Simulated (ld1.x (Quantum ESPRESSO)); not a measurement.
What one change does to a pseudopotential (palladium, TM)

Pd, norm-conserving Troullier–Martins (Kleinman–Bylander form), made with ld1.x (Quantum ESPRESSO) 7.5 (PW91, non-relativistic). Core [Ar] 3d10 4s2, reference 4p6 4d10 5s0 5p0. Waves: 4p (bound): rc 1.05 bohr; 4d (bound): rc 1.60 bohr; 5s (bound, empty): rc 2.25 bohr. Local part: the s channel. Core correction: Bessel-smoothed model core, default radius (core density twice the valence density).

Change: all radii but the core radius scaled by about 1.25 (s 2.82, p 1.32, d 2.00 bohr).

Cutoffs: the cutoffs (Ry, on a coarse ladder) from which the occupation-weighted sum of valence levels, in a spherical-Bessel basis at the reference potential, stays within 10 and 1 mRy of its value at 400 Ry; they do not see the model core or the augmentation charge, which bear on the density cutoff. Errors are all-electron minus pseudo energies relative to the spin-unpolarised reference configuration.

Task: What does the change do?

Result: The potential gets softer (140 Ry and 180 Ry → 80 Ry and 140 Ry); of the 7 tests that both files solve, the error grows in 1 and shrinks in 0 by more than 15 % and 0.3 meV (median size 214.4 → 277.2 meV); neither file shows a bound ghost at the reference potential, the only one tested. A larger radius leaves more room for a smooth pseudo-wave, so fewer plane waves are needed.

| quantity | base | changed |
| --- | --- | --- |
| cutoff, loose | 140 Ry | 80 Ry |
| cutoff, tight | 180 Ry | 140 Ry |
| loose cutoff by channel (10 mRy a level) | p 80 Ry, d 50 Ry | p 60 Ry, d 45 Ry |
| bound ghosts | none | none |
| error for 4p6 4d9 5s0 5p0, meV [ΔE 9.32 eV] | -61 | -60 |
| error for 4p6 4d8 5s0 5p0, meV [ΔE 30.51 eV] | -344 | -336 |
| error for 4p6 4d7 5s0 5p0, meV [ΔE 65.39 eV] | -950 | -909 |
| error for 4p5 4d10 5s0 5p0, meV [ΔE 55.35 eV] | -214 | -277 |
| error for 4p6 4d9.5 5s0 5p0, meV [ΔE 3.32 eV] | -12 | -12 |
| error for 4p6 4d9 5s1 5p0, meV [ΔE 2.18 eV] | -78 | -69 |
| error for 4p6 4d8 5s1 5p0, meV [ΔE 14.87 eV] | -331 | -287 |

Base: These tests converged, but a pseudo level misses the all-electron one widely, so the file describes the atom poorly there or has found another state: 4p6 4d7 5s0 5p0: empty 5p by 2.7 eV (a node warning on the way). Changed file: These tests converged, but a pseudo level misses the all-electron one widely, so the file describes the atom poorly there or has found another state: 4p6 4d7 5s0 5p0: empty 5p by 2.8 eV (a node warning on the way).
